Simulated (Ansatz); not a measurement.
Mulliken charges of `CB1CS1` from B3LYP/def2-TZVPP in Ansatz (PBE0-D4/def2-TZVP geometry).

```json
{"atom": "C1", "x (Å)": "-0.366", "y (Å)": "1.116", "z (Å)": "-0.794", "charge (e)": "-0.277"}
{"atom": "B2", "x (Å)": "-0.067", "y (Å)": "-0.264", "z (Å)": "-0.171", "charge (e)": "0.148"}
{"atom": "C3", "x (Å)": "0.497", "y (Å)": "-1.038", "z (Å)": "1.028", "charge (e)": "-0.239"}
{"atom": "S4", "x (Å)": "-0.175", "y (Å)": "-1.993", "z (Å)": "-0.423", "charge (e)": "-0.185"}
{"atom": "H5", "x (Å)": "-0.826", "y (Å)": "1.064", "z (Å)": "-1.780", "charge (e)": "0.109"}
{"atom": "H6", "x (Å)": "-1.023", "y (Å)": "1.687", "z (Å)": "-0.128", "charge (e)": "0.101"}
{"atom": "H7", "x (Å)": "0.560", "y (Å)": "1.696", "z (Å)": "-0.867", "charge (e)": "0.101"}
{"atom": "H8", "x (Å)": "-0.078", "y (Å)": "-1.162", "z (Å)": "1.943", "charge (e)": "0.121"}
{"atom": "H9", "x (Å)": "1.567", "y (Å)": "-1.152", "z (Å)": "1.175", "charge (e)": "0.121"}
```

Q: By hand: the dipole of these point charges (1 e Å = 4.8032 D).

A: Σ q r = (0.048, 0.446, 0.110) e Å, of length 0.462 e Å = 2.22 D.

Q: How does the dipole of the full density compare? (Estimate.)

A: Ansatz gave: (0.052, 0.293, 0.115) e Å, 1.53 D; the point charges give 1.45 times that, at 8° from its direction.

Point charges leave out the atoms' own dipoles, such as those of lone pairs, and Mulliken's split depends on the basis, so the two needn't agree.

B3LYP here is the variant with VWN-RPA as its local correlation; programs differ in this.
